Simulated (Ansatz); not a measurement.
C2H7FGe can be A, `C[CH](F)[GeH3]`, or B, `FC[CH2][GeH3]`.

Program: Ansatz. Geometries: PBE0-D4/def2-TZVP. ΔE: electronic, gas phase. CBS: MP2 limit from def2 TZ/QZ plus the TZ coupled-cluster correction, frozen cores. DFT in def2-TZVPP. B3LYP here is the variant with VWN-RPA as its local correlation; programs differ in this. For Ge outer-core shells are correlated without core-valence functions, which leaves a few kJ/mol of doubt a bond. Scalar relativity is left out up to krypton. Each species was taken in one conformer, which may not be the lowest.

(1) Which is lower in electronic energy at CCSD(T)/CBS, and by how much? (Estimate.)

(2) Give E(B) − E(A) in kcal/mol with CCSD/def2-TZVPP, r2SCAN-D4, B3LYP-D4, HF/def2-TZVPP, B2PLYP, CCSD(T)/def2-TZVPP, PBE-D4. (Best estimate.)

(3) Does the order hold for the free energy at 298.15 K (harmonic terms from PBE0-D4)? (Best estimate.)

Largest T1 diagnostic: 0.011.

Results:

(1) Computed: B, by 3.0 kcal/mol.

(2) The calculation gave: CCSD/def2-TZVPP -3.5, r2SCAN-D4 -2.3, B3LYP-D4 -2.4, HF/def2-TZVPP -4.0, B2PLYP -2.9, CCSD(T)/def2-TZVPP -3.4, PBE-D4 -2.0. None reverses the order clearly.

(3) Computed: Yes: G(B) − G(A) = -2.6 kcal/mol, for one conformer each.

From PBE to PBE0 (25 % exact exchange), in def2-TZVPP and without D4, E(B) − E(A) moves by −0.8 kcal/mol. Leaving LDA and LC-ωPBE aside and taking each functional with its dispersion term where it has one, the values, not all of them listed here, spread over 1.8 kcal/mol, from PBE-QIDH to BLYP-D4.
